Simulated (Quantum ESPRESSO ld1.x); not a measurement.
Results of a calculation; reference values are marked as such.
Species: the terbium ion Tb3+. Configuration: [Kr] 4d10 4f9 5s2 5p5 (not the ground configuration). Code: ld1.x of Quantum ESPRESSO 7.5. Model: scalar-relativistic Kohn-Sham, LDA (Slater exchange, VWN5 correlation), spin-unpolarised, spherical densities, point nucleus. Some entries of the table are withheld. Estimate them.

| orbital | occ. | eigenvalue (hartree) | <1/r> (bohr^-1) |
|---|---|---|---|
| 1s | 2 | -1905.1717 | 73.05 |
| 2s | 2 | -316.7140 | (1) |
| 2p | 6 | -281.6605 | 15.80 |
| 3s | 2 | -71.0098 | 6.231 |
| 3p | 6 | -60.2001 | (2) |
| 3d | 10 | (3) | 5.554 |
| 4s | 2 | -14.8610 | 2.628 |
| 4p | 6 | -11.3020 | 2.412 |
| 4d | 10 | -6.4169 | 2.123 |
| 5s | 2 | -2.7669 | 1.012 |
| 5p | 5 | -1.9090 | 0.8577 |
| 4f | 9 | -1.1363 | 1.534 |
| 5d | 0 | (4) | 0.5888 |
| 6s | 0 | -0.8329 | 0.4205 |
| 6p | 0 | -0.6267 | 0.3548 |
| 5f | 0 | -0.3291 | 0.2657 |

Answer. 
(1) 2s <1/r> (bohr^-1): 16.96
(2) 3p <1/r> (bohr^-1): 5.851
(3) 3d eigenvalue (hartree): -46.0883
(4) 5d eigenvalue (hartree): -0.9036
